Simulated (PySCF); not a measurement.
ReCl₃⁺: umbrella curve

Level of theory: UPBE0 in PySCF with Re def2-SVP with ECP60, Cl def2-SVP; scalar-relativistic core potentials, no spin–orbit coupling; density-fitted integrals.

Rigid scan from the quartet minimum (Re–Cl 2.180 Å (×3); Cl–Re–Cl 120.0° (×3)). Coordinate: angle between each bond and the threefold axis, bonds fixed. Energies in kJ/mol from the minimum.

(1) Predict the curve at 55, 60, 65, 70, 75, 80, 85, 90.

## Answers

(1) 
| angle of the bonds to the threefold axis (°) | E (kJ/mol) | dipole size (D, about the centre of mass) | ⟨S²⟩ |
| --- | --- | --- | --- |
| 55 | 122.8 | 2.52 | 3.77 |
| 60 | 78.8 | 2.05 | 3.77 |
| 65 | 51.8 | 1.61 | 3.77 |
| 70 | 33.5 | 1.20 | 3.77 |
| 75 | 19.6 | 0.83 | 3.77 |
| 80 | 9.2 | 0.52 | 3.77 |
| 85 | 2.4 | 0.25 | 3.77 |
| 90 | 0.0 | 0.00 | 3.77 |

Other spin states or occupations of the open shell can lie lower. With an element this heavy the missing spin–orbit coupling can shift these numbers.

Other isomers or separated fragments may lie lower.
